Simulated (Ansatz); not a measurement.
# How methods differ on AsH3 (SMILES [H][As]([H])[H])

AsH3: 4 atoms, total charge 0, spin state singlet. As SMILES, `[H][As]([H])[H]`. Geometry: a GFN2-xTB relaxation, a rough one for these elements and not checked as a minimum.

```xyz
4

As   -0.0044    0.0055    0.6560
H     1.2165   -0.0297   -0.2079
H    -0.5828    1.0611   -0.2323
H    -0.6294   -1.0369   -0.2157
```

Each level gives the energy change with the As1–H2 bond stretched from 1.496 to 2.244 Å (eV). The values are calculated.

```csv
level,kind,program,value (eV),less FCI/STO-3G,CPU time (all runs)
SVWN5/STO-3G (restricted),LDA,Ansatz,2.84,+0.36,1.1 s
PBE/STO-3G (restricted),GGA,Ansatz,2.70,+0.22,1.6 s
revPBE/STO-3G (restricted),GGA,Ansatz,2.65,+0.17,1.6 s
B3LYP/STO-3G (restricted),global hybrid,Ansatz,2.90,+0.42,1.6 s
PBE0/STO-3G (restricted),global hybrid,Ansatz,3.03,+0.55,1.6 s
wB97M-V/STO-3G (restricted),range-separated hybrid,Ansatz,3.16,+0.68,20 s
RPA@PBE/STO-3G (restricted),RPA,Ansatz,2.53,+0.05,2.2 s
CCSD/STO-3G (restricted),coupled cluster or CI,Ansatz,2.48,0.00,0.29 s
FCI/STO-3G,exact in the basis,Ansatz,2.48,0.00,0.59 s
```

FCI/STO-3G is exact within its basis and frozen core, so for wave-function methods in that basis the difference is their error; functionals converge differently with the basis, so for them it is only a difference. All-electron rows without a relativistic Hamiltonian named are non-relativistic. The first shape isn't each level's own minimum. The values span 2.48 to 3.16 eV. All rows use very small basis sets, so even the best lies far from the true value. In the correlated wave-function rows the outer d shell of As is correlated, in sets not made for it. Times are those of the runs behind each value, whatever else they computed, on shared processors of several kinds: orders of magnitude only.
